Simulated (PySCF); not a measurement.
C5H3F. Atoms are numbered in the order given.

```xyz
9

C      0.1369    -0.9438    -2.2270
C     -0.0914    -0.3199    -1.2166
C     -0.3991     0.4426     0.0000
F      0.2920     1.6465     0.0000
C     -0.0914    -0.3199     1.2166
C      0.1369    -0.9438     2.2270
H      0.3484    -1.5004    -3.1210
H     -1.4774     0.6917     0.0000
H      0.3484    -1.5004     3.1210
```
Charge 0, spin multiplicity 1.

Coordinates come from a B3LYP-D3(BJ)/def2-SVP optimisation.

Computed with PBE/def2-TZVP run with PySCF.

The molecule is in vacuum.

```json
{
 "total_energy": "-291.78514 hartree",
 "point_group": "Cs",
 "highest_occupied_level": "-7.03 eV",
 "lowest_empty_level": "-1.72 eV",
 "orbital_gap": "5.31 eV",
 "dipole_moment": "1.73 D",
 "quadrupole, principal values (traceless, Buckingham form, about the centre of nuclear charge)": "-7.68, -0.85, 8.53 D·Å",
 "mean_static_polarisability": "55.7 bohr³ (8.25 Å³)",
 "polarisability_principal_values": "36.6, 50.6, 79.9 bohr³"
}
```
